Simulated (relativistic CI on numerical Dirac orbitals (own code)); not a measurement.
## Hyperfine structure of Kr10+, mass number 85

Calculated at this level of theory: Dirac-Coulomb-Breit CI, KLI orbitals optimised for each configuration, QED by a radiative potential, unscaled Slater integrals (own radial code, finite nucleus).

CI space (outside the closed core [Ne]): 3s2 3p6 3d8, 3s2 3p5 3d9, 3s2 3p4 3d10, 3s 3p6 3d9, 3s2 3p6 3d7 4s, 3s2 3p6 3d7 4p, 3p6 3d10, 3s2 3p6 3d7 4d, 3s2 3p6 3d6 4s2, 3s2 3p6 3d6 4s 4p, 3s2 3p6 3d7 4f, 3s2 3p6 3d7 5s, 3s2 3p6 3d6 4p2, 3s2 3p6 3d7 5p, 3s2 3p6 3d6 4s 4d, 3s 3p5 3d10. Levels of other configurations are missing.

Nuclear spin I = 9/2, μ = -1.0055 μN, Q = 0.443 b (tables of Stone and Pyykkö). The electronic factors are computed for point nuclear moments, without core polarisation or the Bohr-Weisskopf and QED corrections.

```tsv
Level	E (cm⁻¹)	A (MHz)	B (MHz)
3s2 3p6 3d8 3F_4	0	-450.4	-901
3s2 3p6 3d8 3F_3	9119	-617.6	-654
3s2 3p6 3d8 3F_2	13431	-800.6	-404
3s2 3p6 3d8 1D_2	32351	-582.4	677
3s2 3p6 3d8 3P_2	44699	-610.2	1150
3s2 3p6 3d8 3P_1	44707	15.25	-633
3s2 3p6 3d8 1G_4	56988	-662.3	-3590
3s2 3p6 3d7 4s 5F_5	912094	-1560	912
```

Levels with J = 0, under 50 % of one LS term, or S terms without an open s electron are left out. Small factors come from cancelling terms and can be off by tens of per cent or more.

At this charge energies of transitions that change n are usually good to better than 1 %, and those within a shell (Δn = 0) to a few per cent. Terms inside the open d or f shell come out 10 to 20 % too wide with unscaled integrals.

Task: Give the hyperfine levels of 3s2 3p6 3d8 3F_4 relative to its centre of gravity.

Result: With K = F(F + 1) − I(I + 1) − J(J + 1), E = AK/2 + B[¾K(K + 1) − I(I + 1)J(J + 1)]/[2I(2I − 1)J(2J − 1)]: F = 1/2: 9495, F = 3/2: 8904, F = 5/2: 7905, F = 7/2: 6479, F = 9/2: 4597, F = 11/2: 2224, F = 13/2: -686.1, F = 15/2: -4184, F = 17/2: -8332 MHz.

LS names give the leading component of a level, which can be under half, so a name can repeat, a term be missing and a line seem to break the LS rules.
